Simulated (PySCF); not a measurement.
The vertical singlet excitations below were computed for one of the candidates. The calculation used PySCF, TDDFT PBE0/def2-SVPD, vertical, gas phase, core orbitals frozen in the response. Geometries: GFN2-xTB, one conformer each.

```tsv
state	ν̃ (cm⁻¹)	f	main configurations (H = HOMO, L = LUMO)
S1	36870	0.0046	H→L (99%)
S2	40780	0.0001	H→L+1 (99%)
S3	44220	0.042	H-1→L (77%), H-2→L+1 (21%)
S4	50660	0.012	H-2→L (55%), H-1→L+1 (42%)
S5	54950	0.032	H→L+2 (92%)
S6	56950	0.045	H-1→L+2 (89%)
S7	56980	0.560	H-1→L+1 (42%), H-2→L (30%)
S8	57130	0.0043	H-3→L (94%)
```

**Question.** Which structure fits?
A. `CCn1ncc([SiH3])n1`
B. `[SiH3]c1ccncc1`
C. `CCCCN(C)C`

**Answer.** B. Its S1, at 4.57 eV, is the lowest among the candidates; the nearest of the others has S1 at 5.85 eV. S1 is HOMO→LUMO (99%). Löwdin shares by element: HOMO nitrogen 55%, carbon 27% or more (atoms not listed hold the other 19%); LUMO carbon 46% or more, nitrogen 20% (atoms not listed hold the other 33%). At the same level the other candidates give, for their lowest levels:
- `CCn1ncc([SiH3])n1`: 6.27 eV (f 0.004); 6.36 eV (f 0.242); 6.96 eV (f 0.011); 7.10 eV (f 0.053); 7.12 eV (f 0.003); T1 4.87 eV; HOMO -7.59, LUMO -0.31 eV
- `CCCCN(C)C`: 5.85 eV (f 0.024); 6.34 eV (f 0.019); 6.47 eV (f 0.006); 6.89 eV (f 0.047); 7.15 eV (f 0.044); T1 5.65 eV; HOMO -6.12, LUMO 0.80 eV
Triplets come from the Tamm–Dancoff approximation.
